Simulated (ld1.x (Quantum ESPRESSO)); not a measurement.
# Configuration tests for Ag (Z = 47) (PAW)

```
Element                 : silver (Ag)
Generator               : ld1.x (Quantum ESPRESSO) 7.5
Type                    : PAW
Functional              : PBE
Relativity              : scalar-relativistic
Frozen core             : [Kr]
Valence charge          : 11
Reference configuration : 4d10 5s1 5p0
Partial waves           : 5s (bound): rcut 2.15, rcutus 2.70 bohr; 5s channel at 1.05 Ry: rcut 2.15, rcutus 2.70 bohr; 5p (bound, empty): rcut 3.95, rcutus 4.55 bohr; 5p channel at 1.25 Ry: rcut 3.95, rcutus 4.55 bohr; 4d (bound): rcut 1.40, rcutus 1.55 bohr; 4d channel at 0.5 Ry: rcut 1.40, rcutus 1.55 bohr
Local potential         : all-electron potential smoothed inside 3.00 bohr (lloc = -2)
Core correction         : a·sin(br)/r model core, default radius (core density twice the valence density)
Augmentation charge     : BESSEL, radius 1.20 bohr
```

Energies are relative to the spin-unpolarised reference configuration 4d10 5s1 5p0; without spin polarisation the order of configurations can differ from experiment.

**Question.** Give the all-electron excitation energy and the error of the potential for: 4d10 5s0 5p0; 4d9 5s0 5p0; 4d8 5s0 5p0; 4d9 5s2 5p0; 4d7 5s0 5p0; 4d10 5s0.5 5p0; 4d9 5s1 5p1.

**Answer.**

```tsv
valence configuration	charge	ΔE all-electron (eV)	error AE − PS (meV)
4d10 5s0 5p0	+1	7.757	-2.3
4d9 5s0 5p0	+2	29.871	-59
4d8 5s0 5p0	+3	66.064	-373
4d9 5s2 5p0	0	4.077	-32
4d7 5s0 5p0	+4	117.780	-1162
4d10 5s0.5 5p0	+0.5	3.017	-0.7
4d9 5s1 5p1	0	8.572	-42
```
